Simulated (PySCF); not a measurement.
A calculated (PBE, PySCF 2.14, 6-31G*, no relativity, point nucleus) atom or ion has these occupied shells.

| shell | electrons | orbital energy (eV) | rms radius, mean of both spins (bohr) |
| --- | --- | --- | --- |
| 1s α | 1 | -6391.0 | 0.0713 |
| 1s β | 1 | -6391.0 | 0.0713 |
| 2s α | 1 | -750.64 | 0.306 |
| 2s β | 1 | -748.56 | 0.306 |
| 2p α | 3 | -645.88 | 0.275 |
| 2p β | 3 | -644.31 | 0.275 |
| 3s α | 1 | -103.29 | 0.925 |
| 3s β | 1 | -97.878 | 0.925 |
| 3p α | 3 | -73.365 | 0.990 |
| 3p β | 3 | -68.041 | 0.990 |
| 3d α | 5 | -25.329 | 1.24 |

Name the element and its charge.

Mn²⁺ (manganese, charge +2), in [Ar] 3d5, high-spin 6S determinant.
